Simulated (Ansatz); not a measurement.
`C[Si]Cl` + CH₃OH → `CO[Si]C` + HCl at 500 K and 1 bar (ligand exchange at the Si–Cl bond).

Gas-phase electronic energies from Ansatz, PBE0-D4/def2-TZVP geometries. CCSD(T)/CBS adds triple-zeta CCSD(T) − MP2 to the extrapolated MP2 energy (def2 sets, frozen cores). This one scheme is used for every species. Each species was taken in one conformer, which may not be the lowest.

```json
{"species": "`C[Si]Cl`", "CCSD(T)/CBS energy (Eh)": "-788.72093", "H − E (kJ/mol)": "126.9", "S (J/(mol·K))": "336.6"}
{"species": "CH₃OH", "CCSD(T)/CBS energy (Eh)": "-115.61712", "H − E (kJ/mol)": "157.0", "S (J/(mol·K))": "265.4"}
{"species": "`CO[Si]C`", "CCSD(T)/CBS energy (Eh)": "-443.95718", "H − E (kJ/mol)": "245.8", "S (J/(mol·K))": "384.6"}
{"species": "HCl", "CCSD(T)/CBS energy (Eh)": "-460.38127", "H − E (kJ/mol)": "32.5", "S (J/(mol·K))": "201.9"}
```

H − E and S are ideal-gas, rigid-rotor, harmonic terms from PBE0-D4/def2-TZVP, for one conformer and one mirror image of each species. 1 Eh = 2625.50 kJ/mol, R = 8.31446 J/(mol·K).

Question: By hand: ΔE, ΔH, ΔS and ΔG.

Answer: ΔE = (-443.95718) + (-460.38127) − (-788.72093) − (-115.61712) = -0.00040 Eh = -1.1 kJ/mol. Δ(H − E) = 245.8 + 32.5 − 126.9 − 157.0 = -5.6, so ΔH = -6.7 kJ/mol. ΔS = 384.6 + 201.9 − 336.6 − 265.4 = -15.5 J/(mol·K). ΔG = -6.7 − 500 × (-15.5)/1000 = 1.0 kJ/mol.

Question: By hand: the equilibrium constant, and the temperature at which ΔG would vanish if ΔH and ΔS stayed fixed.

Answer: log₁₀ K = −ΔG/(RT ln 10) = -0.1. ΔG = 0 at ΔH/ΔS = 432 K, though so small a ΔH makes that figure unsure.

TΔS isn't small against ΔH here. The sign of ΔG lies within the doubt. A doubt of 5 kJ/mol in ΔE shifts log₁₀ K by 0.5 here. Other conformers and mirror images would add mixing entropy, several J/(mol·K) or more a flexible species. Modes under 60 cm⁻¹, often nearly free rotors, make the harmonic entropy too high. These are equilibria of isolated gas molecules and say nothing of rates. Largest T1 diagnostic: 0.014 (customary marks: 0.02 for closed shells, 0.045 for open ones).
